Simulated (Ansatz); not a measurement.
Compare A (`[SiH3][SiH]1CO[SiH2]1`) with its isomer B (`O=C[SiH]([SiH3])[SiH3]`).

Calculated with Ansatz (gas phase, PBE0-D4/def2-TZVP geometries, no zero-point term in ΔE). CBS: MP2 limit from def2 TZ/QZ plus the TZ coupled-cluster correction, frozen cores. Functionals use def2-TZVPP. B3LYP here is the variant with VWN-RPA as its local correlation; programs differ in this. Each species was taken in one conformer, which may not be the lowest.

Problem. Which is lower in electronic energy at CCSD(T)/CBS, and by how much? (An estimate is asked.)

Solution. The calculation gave: A, by 21.7 kcal/mol.

Problem. Give E(B) − E(A) in kcal/mol with B3LYP, B2PLYP, CCSD(T)/def2-TZVPP, HF/def2-TZVPP, r2SCAN-D4, MP2/def2-TZVPP, B3LYP-D4. (An estimate is asked.)

Solution. Ansatz gave: B3LYP 17.9, B2PLYP 19.6, CCSD(T)/def2-TZVPP 20.3, HF/def2-TZVPP 17.2, r2SCAN-D4 20.8, MP2/def2-TZVPP 23.2, B3LYP-D4 18.3. None reverses the order clearly.

Largest T1 diagnostic: 0.016.

From PBE to PBE0 (25 % exact exchange), in def2-TZVPP and without D4, E(B) − E(A) moves by +3.3 kcal/mol. In def2-TZVPP, CCSD(T) changes the Hartree–Fock value by +3.1 kcal/mol (the triples alone add −0.3 kcal/mol) and MP2 by +6.0 kcal/mol.
